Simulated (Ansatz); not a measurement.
`COC(O)[SiH3]`, charge 0, multiplicity 1.

(1) Give a relaxed structure at PBE0-D4/def2-TZVP (Ansatz). (Best estimate.)

## Answers

(1) Computed: 
Cartesian coordinates in Å:
```
C -1.683 1.089 -0.019
O -0.964 -0.119 0.003
C 0.425 0.044 0.056
O 0.966 0.599 -1.119
Si 1.183 -1.691 0.279
H -2.738 0.844 0.096
H -1.551 1.623 -0.968
H -1.378 1.746 0.809
H 0.674 0.693 0.915
H 0.922 1.558 -1.077
H 0.609 -2.322 1.495
H 0.884 -2.516 -0.917
H 2.652 -1.549 0.447
```
This is one stationary point; other conformers may exist.
